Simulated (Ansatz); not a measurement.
`C=CS[Si](F)(F)F` → 2 C• + 3 F• + 3 H• + S• + Si•  (atomization)

Isolated molecules relaxed with PBE0-D4/def2-TZVP in Ansatz; ΔE leaves out vibrations. CCSD(T)/CBS is the MP2 limit (def2-TZVPP, def2-QZVPP) plus CCSD(T) − MP2 in def2-TZVPP, frozen cores. This one scheme is used for every species, atoms too. Functionals use def2-TZVPP. B3LYP here is the variant with VWN-RPA as its local correlation; programs differ in this. No spin–orbit coupling; open shells (•) take unrestricted orbitals. Spin–orbit coupling would lower the free atoms: a little for C, F, S, Si. One conformer a species, not always the lowest.

| level | ΔE (kJ/mol) |
| --- | --- |
| r2SCAN-D4 | 4327.1 |
| B3LYP-D4 | 4276.9 |
| B2PLYP | 4254.4 |
| r2SCAN | 4320.2 |
| B3LYP | 4230.6 |
| MP2/def2-TZVPP | 4343.8 |
| HF/CBS(def2) | 3178.0 |
| CCSD/CBS(def2) | 4243.5 |

What does CCSD(T)/CBS give? (An estimate is asked.)

The calculation gave: +4321.0 kJ/mol. The listed levels differ from it by 6.1, -44.1, -66.6, -0.8, -90.4, 22.8, -1143.0, -77.5 kJ/mol.

Largest T1 diagnostic among the species: 0.012.

In def2-TZVPP, CCSD(T) changes the Hartree–Fock value by +1026.4 kJ/mol (the triples alone add +77.5 kJ/mol) and MP2 by +1180.5 kJ/mol; breaking electron pairs costs correlation energy, which Hartree–Fock lacks. The D4 term adds +46.3 kJ/mol with B3LYP and +24.2 kJ/mol with PBE0; it sums over pairs of atoms, weighted by their polarisabilities, and B3LYP, whose exchange is more repulsive, gets the larger term.

For atomizations the MP2-based limit and the directly extrapolated one differ by several kJ/mol either way, and by 10 to 25 for some Ge, Se and Sn compounds, so smaller differences from it don't rank the levels.
